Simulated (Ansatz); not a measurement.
Sn₂F₃, 5 atoms. Hardware: 4 threads of Arm Neoverse V2 on a shared host.

In the def2 sets Sn takes a core potential; there is no spin–orbit coupling. Correlated methods freeze 11 core orbitals; core or outer-core shells of Sn are correlated, in sets that lack core-valence functions.

Task: How many basis functions does each of these Ansatz runs have, and roughly what does it cost? PBE0-D4/def2-SVP, charge 0 doublet, relaxation, 8 steps; r2SCAN0-D4/def2-TZVP, charge 0 doublet, energy, from earlier orbitals; MP2/def2-TZVP, charge 0 doublet, energy, from earlier orbitals; LC-ωPBE/def2-TZVP, charge 0 doublet, energy, from earlier orbitals; PBE-D4/def2-SVP, charge 0 doublet, energy, from earlier orbitals; ωB97M-V/def2-TZVP, charge 0 doublet, energy, from earlier orbitals; PBE0-D4/def2-SVP, charge 0 doublet, energy with a search over starts; PBE0-D4/def2-TZVP, charge 0 doublet, energy, from earlier orbitals; PBE-D4/def2-TZVP, charge 0 doublet, energy and forces, from earlier orbitals; CCSD(T)/def2-SVP, charge 0 doublet, energy, from earlier orbitals; PBE0-D4/def2-SVP, charge 0 doublet, energy, from earlier orbitals; r2SCAN-D4/def2-TZVP, charge 0 doublet, energy, from earlier orbitals.

Result: Other jobs shared the machine, so times can vary by a factor of up to 3. A dash marks memory too small to be measured apart from the calling script's.

```
                                                                         run  functions  fitting or Cholesky vectors  wall time  peak host memory (GiB)
            PBE-D4/def2-SVP, charge 0 doublet, energy, from earlier orbitals         94                         1026      1.1 s                       –
           PBE0-D4/def2-SVP, charge 0 doublet, energy, from earlier orbitals         94                         1063      1.8 s                       –
        PBE0-D4/def2-SVP, charge 0 doublet, energy with a search over starts         94                         1063      2.9 s                       –
PBE-D4/def2-TZVP, charge 0 doublet, energy and forces, from earlier orbitals        193                         1244      3.3 s                       –
          LC-ωPBE/def2-TZVP, charge 0 doublet, energy, from earlier orbitals        193                         1244      4.2 s                       –
          PBE0-D4/def2-TZVP, charge 0 doublet, energy, from earlier orbitals        193                         1390      4.7 s                    0.65
              MP2/def2-TZVP, charge 0 doublet, energy, from earlier orbitals        193                         1581      5.5 s                     0.6
        r2SCAN-D4/def2-TZVP, charge 0 doublet, energy, from earlier orbitals        193                         1244      7.5 s                       –
       r2SCAN0-D4/def2-TZVP, charge 0 doublet, energy, from earlier orbitals        193                         1390      9.5 s                    0.72
                     PBE0-D4/def2-SVP, charge 0 doublet, relaxation, 8 steps         94                         1170       14 s                       –
          ωB97M-V/def2-TZVP, charge 0 doublet, energy, from earlier orbitals        193                         1332       15 s                    0.94
           CCSD(T)/def2-SVP, charge 0 doublet, energy, from earlier orbitals         94                         1063       29 s                       1
```
